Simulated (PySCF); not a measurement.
B(Cl)(NCO)(OMe) (C₂H₃BClNO₂), SMILES N(B(Cl)OC)=C=O.

Coordinates come from a r2SCAN-D4/def2-SVP optimisation. The structure was generated by enumeration, and PubChem lists no compound with its InChIKey, so it may never have been made. One conformer was computed; it need not be the lowest.

Method: TDDFT-PBE/def2-SVPD (PySCF 2.14.0).

Vertical excitations. The molecule is in vacuum. State labels are in the subgroup Cs.

Computed excitation energies, oscillator strengths and character:
```
state  symmetry  energy (eV)  λ (nm)      f                                                              main pairs
-----  --------  -----------  ------  -----  ----------------------------------------------------------------------
S1           A"         5.71     217  0.000                                                         HOMO→LUMO 100 %
S2           A'         6.38     194  0.103                                      HOMO−1→LUMO 53 %, HOMO−2→LUMO 42 %
S3           A"         6.49     191  0.000                                                        HOMO−3→LUMO 98 %
S4           A'         6.51     191  0.098                    HOMO−1→LUMO 35 %, HOMO−2→LUMO 33 %, HOMO→LUMO+1 29 %
S5           A"         6.72     185  0.000                                                        HOMO−4→LUMO 98 %
S6           A"         6.83     182  0.005                                                      HOMO−1→LUMO+1 99 %
S7           A'         6.86     181  0.026  HOMO→LUMO+1 49 %, HOMO→LUMO+2 29 %, HOMO−2→LUMO 8 %, HOMO−3→LUMO+1 7 %
S8           A"         7.04     176  0.000                                                      HOMO−2→LUMO+1 98 %
S9           A"         7.23     171  0.010                                                     HOMO−1→LUMO+2 100 %
S10          A'         7.23     171  0.058                                    HOMO→LUMO+2 56 %, HOMO−3→LUMO+1 32 %
T1           A'         5.55     223      0                                                        HOMO−1→LUMO 92 %
T2           A"         5.57     223      0                                                          HOMO→LUMO 99 %
T3           A'         5.77     215      0                                                        HOMO−2→LUMO 90 %
T4           A'         6.27     198      0                                                        HOMO→LUMO+1 82 %
```
Triplets are in the Tamm–Dancoff approximation, which puts them higher than full response would, so one can lie above its singlet here.
